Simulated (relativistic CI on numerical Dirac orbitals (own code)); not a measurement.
Pt53+: sensitivity of the levels to the model

Base calculation: Dirac-Coulomb-Breit CI, orbitals from a KLI potential per configuration, QED by a radiative potential, unscaled Slater integrals.

CI space (outside the closed core [Ne]): 3s2.3p6.3d7, 3s2.3p5.3d8, 3s2.3p4.3d9, 3s.3p6.3d8, 3p6.3d9, 3s.3p5.3d9, 3s2.3p6.3d6.4s, 3s2.3p6.3d6.4p, 3s2.3p4.3d8.4s, 3s2.3p6.3d6.4d, 3s2.3p4.3d8.4p, 3s2.3p5.3d7.4s, 3s2.3p6.3d6.4f, 3s2.3p4.3d8.4d, 3s.3p5.3d8.4s, 3s2.3p5.3d7.4p, 3s.3p5.3d8.4p, 3s2.3p5.3d7.4d, 3s2.3p6.3d5.4s2, 3s.3p5.3d8.4d, 3s.3p6.3d7.4s, 3p6.3d8.4s, 3s2.3p5.3d7.4f, 3s2.3p6.3d5.4s.4p, 3p6.3d8.4p, 3s2.3p6.3d6.5s, 3s.3p6.3d7.4p, 3s2.3p6.3d5.4p2, 3s2.3p6.3d6.5p, 3s2.3p5.3d6.4s2, 3p6.3d8.4d, 3s2.3p6.3d6.5d, 3s2.3p6.3d6.5f, 3s.3p6.3d6.4s2, 3s2.3p5.3d7.5s, 3s2.3p6.3d6.6s. Levels of other configurations are missing.

The lowest level and the first level of each name with at least 55 % of one term (blank where a level has no safe partner in the second run):

| Level | Base (eV) | Shift (eV) |
| --- | --- | --- |
| 3s2.3p6.3d7 4F_9/2 | 0.000 | 0.000 |
| 3s2.3p6.3d7 4F_7/2 | 85.272 | +1.217 |
| 3s2.3p6.3d7 4P_5/2 | 98.639 | +0.785 |
| 3s2.3p6.3d7 2H_11/2 | 101.441 | +3.118 |
| 3s2.3p6.3d7 2F_7/2 | 109.308 | +1.761 |
| 3s2.3p6.3d7 2F_5/2 | 114.084 | +1.014 |
| 3s2.3p6.3d7 2D_3/2 | 134.046 | +0.164 |
| 3s2.3p6.3d7 4F_5/2 | 178.269 | +2.591 |
| 3s2.3p6.3d7 2H_9/2 | 187.688 | +4.320 |
| 3s2.3p5.3d8 4G°_11/2 | 453.840 | +3.864 |
| 3s2.3p5.3d8 2D°_5/2 | 466.583 | +2.628 |
| 3s2.3p5.3d8 4F°_9/2 | 474.845 | +3.488 |
| 3s2.3p5.3d8 4G°_9/2 | 548.378 | +5.253 |
| 3s2.3p5.3d8 2H°_11/2 | 571.647 | +6.274 |
| 3s2.3p5.3d8 2G°_9/2 | 591.436 | +5.929 |
| 3s2.3p5.3d8 2F°_5/2 | 605.212 |  |
| 3s2.3p5.3d8 4D°_1/2 | 666.784 | +6.109 |
| 3s2.3p4.3d9 4F_9/2 | 947.611 | +6.664 |
| 3s2.3p4.3d9 2P_1/2 | 956.682 | +5.776 |

At this charge energies of transitions that change n are usually good to better than 1 %, and those within a shell (Δn = 0) to a few per cent.

(1) One thing was changed in a second run, which moved the levels as shown. Which?
A. QED terms removed
B. one mean potential for all configurations
C. configuration mixing switched off
D. Breit term removed

## Answers

(1) D. Breit term removed. The Breit term mainly narrows fine-structure intervals, so removing it widens them.

LS names give the leading component of a level, which can be under half, so a name can repeat, a term be missing and a line seem to break the LS rules.
